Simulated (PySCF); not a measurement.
N2, charge -1, doublet, at a GFN2-xTB geometry (a state made from the parent by changing its charge; the spin is typed, not shown lowest) (in this run its highest filled SCF level lies above zero, so its values depend strongly on the basis, on diffuse functions most of all); PySCF with MP2/6-31G**.

Here is a job for PySCF.
```python
from pyscf import gto, scf, mp

mol = gto.Mole()
mol.atom = '''
    N    -0.000000   -0.000000   -0.605473
    N     0.000000    0.000000    0.605473
'''
mol.basis = '6-31g**'
mol.charge = -1
mol.spin = 1
mol.verbose = 4
mol.build()

mf = scf.UHF(mol)
mf.kernel()

pt = mp.MP2(mf)
pt.kernel()
print('E(MP2) = %.10f' % pt.e_tot)
```

The log (banner, timings and long lists left out):

```
PySCF version 2.14.0

[INPUT] verbose = 4
[INPUT] num. atoms = 2
[INPUT] num. electrons = 15
[INPUT] charge = -1
[INPUT] spin (= nelec alpha-beta = 2S) = 1
[INPUT] symmetry False subgroup None
[INPUT] Mole.unit = angstrom
[INPUT] Symbol           X                Y                Z      unit          X                Y                Z       unit  Magmom
[INPUT]  1 N      0.000000000000   0.000000000000  -0.605473000000 AA    0.000000000000   0.000000000000  -1.144178145819 Bohr   0.0
[INPUT]  2 N      0.000000000000   0.000000000000   0.605473000000 AA    0.000000000000   0.000000000000   1.144178145819 Bohr   0.0

nuclear repulsion = 21.412749482702
number of shells = 12
number of NR pGTOs = 54
number of NR cGTOs = 28
basis = 6-31g**
ecp = {}

******** <class 'pyscf.scf.uhf.UHF'> ********
method = UHF
initial guess = minao
damping factor = 0
level_shift factor = 0
DIIS = <class 'pyscf.scf.diis.CDIIS'>
diis_start_cycle = 1
diis_space = 8
diis_damp = 0
SCF conv_tol = 1e-09
SCF conv_tol_grad = None
SCF max_cycles = 50
direct_scf = True
direct_scf_tol = 1e-13
number electrons alpha = 8  beta = 7
Set gradient conv threshold to 3.16228e-05
init E= -108.62207013093

cycle= 1 E= -108.801272859124  delta_E= -0.179  |g|= 0.166  |ddm|= 1.41
cycle= 2 E= -108.817427811557  delta_E= -0.0162  |g|= 0.0462  |ddm|= 0.202
cycle= 3 E= -108.819080984549  delta_E= -0.00165  |g|= 0.0172  |ddm|= 0.0806
cycle= 4 E= -108.819349941785  delta_E= -0.000269  |g|= 0.00549  |ddm|= 0.0288
cycle= 5 E= -108.819385678463  delta_E= -3.57e-05  |g|= 0.00186  |ddm|= 0.0119
cycle= 6 E= -108.819390229581  delta_E= -4.55e-06  |g|= 0.000265  |ddm|= 0.00498
cycle= 7 E= -108.819390306727  delta_E= -7.71e-08  |g|= 6.16e-05  |ddm|= 0.000563
cycle= 8 E= -108.819390310905  delta_E= -4.18e-09  |g|= 8.27e-06  |ddm|= 0.000134
cycle= 9 E= -108.819390310969  delta_E= -6.39e-11  |g|= 8.01e-07  |ddm|= 1.52e-05
Extra cycle  E= -108.819390310969  delta_E= -4.83e-13  |g|= 3.03e-07  |ddm|= 8.78e-07
converged SCF energy = -108.819390310969  <S^2> = 0.76106262  2S+1 = 2.0110322

******** <class 'pyscf.mp.ump2.UMP2'> ********
nocc = (np.int64(8), np.int64(7)), nmo = (28, 28)
E(UMP2) = -109.12769125751  E_corr = -0.308300946540183
E(SCS-UMP2) = -109.115675618982  E_corr = -0.296285308012585
E_corr(same-spin) = -0.0850105705795784
E_corr(oppo-spin) = -0.223290375960605
E(MP2) = -109.1276912575
```
